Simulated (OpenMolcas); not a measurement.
# Au6+ in a point-charge field

Au6+ among 6 point charges of -1.7 e arranged as a tetragonal octahedron (D4h), 1.89 Å from the ion, with the axial distance 1.644 Å.
```
   1.8900    0.0000    0.0000  -1.70
   0.0000    1.8900    0.0000  -1.70
  -1.8900    0.0000    0.0000  -1.70
   0.0000   -1.8900    0.0000  -1.70
   0.0000    0.0000    1.6443  -1.70
   0.0000    0.0000   -1.6443  -1.70
```

* Program: OpenMolcas 26.06
* Method: SS-CASPT2, IPEA 0.25 Eh, imaginary shift 0.1 Eh (closed shells correlated: 5s 5p)
* Basis: ANO-RCC-VDZP [7s6p4d2f]
* Scalar Hamiltonian: DKH2, point nucleus
* Active space: 5 electrons in 5 orbitals (5d)
* State averaging: 2S+1 = 6 even, 1 root; 2S+1 = 4 even, 24 roots; 2S+1 = 2 even, 75 roots
* Spin-orbit coupling: RASSI with atomic mean-field integrals over the reference wave functions

The lowest spin-free states (labels of D4, the rotations of D4h), above the lowest:

```csv
State,Degeneracy,E (cm-1),Free-ion L (%)
6A1,1,0,S (100)
4E,2,23000,G (63)
4B2,1,23220,G (58)
4A2,1,26670,G (72)
4B1,1,28040,G (83)
4E,2,29420,G (93)
4A1,1,30460,G (100)
4A1,1,30540,G (100)
4B2,1,33120,D (62)
2E,2,33620,I (45)
4B1,1,33970,D (81)
4E,2,34370,D (67)
2B2,1,35850,I (55)
4A1,1,36810,D (100)
2E,2,38140,I (63)
2B1,1,38420,I (70)
4A2,1,38850,P (72)
2A1,1,39270,I (56)
2E,2,39430,I (67)
2A2,1,39490,I (66)
```

The lowest levels with spin-orbit coupling:

```
E (cm-1)  Degeneracy  Label      2S+1               g
       0           2   E3/2  6 (68 %)  2.59 2.59 7.50
     420           2   E3/2  6 (71 %)  2.67 2.67 3.81
    1230           2   E1/2  6 (78 %)  1.90 5.68 5.68
   15550           2   E3/2  4 (41 %)  0.84 2.44 2.44
   17960           2   E3/2  4 (52 %)  0.85 2.99 2.99
   22690           2   E1/2  4 (67 %)  1.22 1.43 1.43
   22890           2   E1/2  4 (87 %)  0.07 0.07 8.72
   25020           2   E3/2  4 (81 %)  0.92 0.92 1.77
   26090           2   E1/2  4 (66 %)  0.89 1.64 1.64
   27090           2   E3/2  4 (86 %)  0.26 0.26 5.05
   27950           2   E3/2  4 (78 %)  0.31 2.07 2.07
   28290           2   E1/2  4 (79 %)  0.53 0.53 2.76
   29000           2   E1/2  4 (56 %)  0.02 0.02 9.45
   29580           2   E3/2  4 (66 %)  1.61 1.61 3.21
   30180           2   E3/2  4 (60 %)  0.13 0.13 5.10
   30270           2   E1/2  4 (74 %)  1.21 1.21 2.64
   31070           2   E1/2  4 (75 %)  1.47 1.47 3.25
   31930           2   E3/2  4 (70 %)  1.28 3.97 3.97
   32380           2   E3/2  4 (73 %)  3.06 3.07 3.07
   32670           2   E1/2  4 (82 %)  1.26 1.58 1.58
```

Powder χT (cm3 K/mol): 2.19 at 2 K, 2.22 at 10 K, 2.41 at 50 K, 2.63 at 100 K, 2.98 at 200 K, 3.18 at 300 K. The effective moment at 300 K is 2.828 √(χT) = 5.05 μB.

Spin-orbit coupling mixes the spin-free states strongly: the lowest level takes only 68 % from its leading state, 6A1. Point charges give a weaker field than real ligands, and real ions of this kind are as a rule low spin; the high spin found here belongs to the model. Free-ion shares, where given, are those of the reference states; single-state CASPT2 does not remix them. Point charges carry no covalency, so the field is a model and not that of real ligands. No measured value stands beside these numbers.

The CASPT2 steps took 7.2 s on 1 thread of Arm Neoverse V2, with other jobs on the host; the integral step is not counted.
